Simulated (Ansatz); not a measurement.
C2H9NSSi can be A, `CNC([SiH3])S`, or B, `CC(S)N[SiH3]`.

Gas-phase electronic energies from Ansatz, PBE0-D4/def2-TZVP geometries. CCSD(T)/CBS adds triple-zeta CCSD(T) − MP2 to the extrapolated MP2 energy (def2 sets, frozen cores). Functionals use def2-TZVPP. B3LYP here is the variant with VWN-RPA as its local correlation; programs differ in this. Each species was taken in one conformer, which may not be the lowest.

A:

Z-matrix (Å, degrees):
```
C
N 1 1.449
H 1 1.092 2 110.1
H 1 1.102 2 113.6 3 -120.8
H 1 1.091 2 109.3 3 117.9
C 2 1.451 1 113.4 3 65.6
H 2 1.014 1 110.4 3 -172.2
S 6 1.808 2 111.3 1 158.5
Si 6 1.896 2 112.5 1 -80.4
H 6 1.106 2 113.0 1 43.9
H 8 1.345 6 96.8 2 67.0
H 9 1.485 6 108.0 2 -69.2
H 9 1.490 6 111.9 2 50.6
H 9 1.485 6 109.2 2 170.8
```

B:

Z-matrix (Å, degrees):
```
C
C 1 1.516
H 1 1.094 2 110.4
H 1 1.091 2 111.2 3 -120.1
H 1 1.091 2 109.4 3 119.2
S 2 1.852 1 106.2 3 64.0
N 2 1.431 1 111.9 3 -61.7
H 2 1.093 1 109.4 3 178.5
H 6 1.343 2 96.2 1 179.5
Si 7 1.724 2 123.1 1 -154.6
H 7 1.011 2 112.6 1 54.6
H 10 1.495 7 114.7 2 -65.3
H 10 1.484 7 107.3 2 174.2
H 10 1.486 7 108.1 2 54.1
```

(1) Which is lower in electronic energy at CCSD(T)/CBS, and by how much? (Best estimate.)

(2) Give E(B) − E(A) in kJ/mol with r2SCAN-D4, CCSD(T)/def2-TZVPP, MP2/def2-TZVPP, HF/def2-TZVPP, PBE-D4, ωB97M-V, B3LYP. (An estimate is asked.)

Largest T1 diagnostic: 0.011.

## Answers

(1) Computed: B, by 99.6 kJ/mol.

(2) Computed: r2SCAN-D4 -99.8, CCSD(T)/def2-TZVPP -99.0, MP2/def2-TZVPP -102.7, HF/def2-TZVPP -108.7, PBE-D4 -90.0, ωB97M-V -97.4, B3LYP -99.5. None reverses the order clearly.

In def2-TZVPP, CCSD(T) changes the Hartree–Fock value by +9.7 kJ/mol (the triples alone add +1.5 kJ/mol) and MP2 by +6.1 kJ/mol. From PBE to PBE0 (25 % exact exchange), in def2-TZVPP and without D4, E(B) − E(A) moves by −3.8 kJ/mol.
